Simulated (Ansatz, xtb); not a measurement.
Spectroscopic constants of ZnC, multiplicity 3 (lowest of 2S+1 = 1, 3 at CCSD(T)/def2-TZVPP on PBE0 minima; our sources give no spin for the ground state, which may be another). No spin–orbit coupling. Zn is treated without relativity.

Constants: fifth-degree fit in 1/R to seven points, most abundant isotopes. In def2 and cc sets the state is the lowest found near the PBE0 minimum, followed along R.

Programs: Ansatz (Gaussian basis) for Hartree–Fock, density functionals and correlated methods; xtb for the GFN methods. Each number belongs to the level named beside it. The GFN methods have no spin term and hold the electronic entropy of 300 K.

```csv
level,r_e (Å),ω_e (cm⁻¹),ω_e x_e (cm⁻¹),dipole (D)
GFN1-xTB,1.893,643,5.9,-
GFN2-xTB,1.930,536,2.8,-
PBE/def2-TZVPP,1.966,490,4.7,2.88
r2SCAN/def2-TZVPP,1.954,508,4.8,2.61
B97M-V/def2-TZVPP,1.989,461,5.5,2.78
PBE0/def2-TZVPP,1.982,[?],5.2,2.88
CAM-B3LYP/def2-TZVPP,1.989,461,6.3,2.85
wB97M-V/def2-TZVPP,[?],[?],5.8,2.84
```

**Question.** Some entries are withheld; supply them.

**Answer.** 
- wB97M-V/def2-TZVPP, r_e (Å): 1.995
- wB97M-V/def2-TZVPP, ω_e (cm⁻¹): 462
- PBE0/def2-TZVPP, ω_e (cm⁻¹): 482

Doubts at one or more of the structures used: a spin-contaminated determinant (r2SCAN/def2-TZVPP, PBE0/def2-TZVPP, CAM-B3LYP/def2-TZVPP, wB97M-V/def2-TZVPP).

Ansatz is a program for electronic structure.
